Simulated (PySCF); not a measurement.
Deuteron quadrupole couplings in `C[C@@]1(N)CCNC1`

Compound: C5H12N2.
Z-matrix (Å and degrees, GFN2-xTB geometry), rows numbered from 1:
```
C 
C   1  1.5360
N   2  1.4558  1  112.56
C   2  1.5458  1  111.36  3   123.62
C   4  1.5405  2  104.39  1   122.09
N   5  1.4546  4  106.33  2   -25.95
C   6  1.4515  5  103.48  4    39.07
H   1  1.0881  2  110.80  3   176.63
H   1  1.0897  2  110.50  3   -63.15
H   1  1.0898  2  110.28  3    56.71
H   3  1.0146  2  110.18  1   -62.71
H   3  1.0148  2  110.35  1    56.07
H   4  1.0875  2  110.68  1  -117.62
H   4  1.0905  2  110.67  1     3.06
H   5  1.0928  4  109.87  2    89.89
H   5  1.0895  4  113.26  2  -148.16
H   6  1.0174  5  109.17  4   -77.20
H   7  1.0937  2  108.18  1   145.00
H   7  1.0896  2  112.94  1    24.14
```

Level: PBE0/pcSseg-1 (PySCF, non-relativistic); Q(2H) = 0.00286 b; rigid geometry, the same for H and D, with no vibrational averaging.

**Question.** Rank these positions by the coupling χzz of a deuteron there, largest first.
A. H11 (N–H hydrogen)
B. H13 (methylene hydrogen)
C. H15 (methylene hydrogen)
D. H17 (N–H hydrogen)

**Answer.** A (269 kHz), D (262 kHz), B (210 kHz), C (200 kHz).

**Question.** Tabulate Vzz, the asymmetry η and χzz = 234.96 MHz × Q × Vzz for every hydrogen position.

**Answer.** 
| atom | bonded to | bond length (Å) | Vzz (au) | η | χzz (kHz) |
| --- | --- | --- | --- | --- | --- |
| H8 | C1 | 1.088 | 0.3154 | 0.02 | 212 |
| H9 | C1 | 1.090 | 0.3125 | 0.01 | 210 |
| H10 | C1 | 1.090 | 0.3122 | 0.01 | 210 |
| H11 | N3 | 1.015 | 0.4000 | 0.17 | 269 |
| H12 | N3 | 1.015 | 0.3992 | 0.16 | 268 |
| H13 | C4 | 1.088 | 0.3127 | 0.02 | 210 |
| H14 | C4 | 1.090 | 0.3075 | 0.02 | 207 |
| H15 | C5 | 1.093 | 0.2979 | 0.04 | 200 |
| H16 | C5 | 1.089 | 0.3078 | 0.04 | 207 |
| H17 | N6 | 1.017 | 0.3893 | 0.16 | 262 |
| H18 | C7 | 1.094 | 0.2943 | 0.05 | 198 |
| H19 | C7 | 1.090 | 0.3071 | 0.04 | 206 |

**Question.** Average by the element that carries the hydrogen.

**Answer.** on C: 207 kHz over 9 positions, mean bond length 1.090 Å; on N: 266 kHz over 3 positions, mean bond length 1.016 Å.

One conformer (not necessarily the lowest) at the GFN2-xTB geometry, without solvent, vibrations or thermal averaging. GFN2-xTB bond lengths can be off by several hundredths of an ångström, more for odd bonds, and the gradients follow them. The small basis limits the accuracy of the gradients.
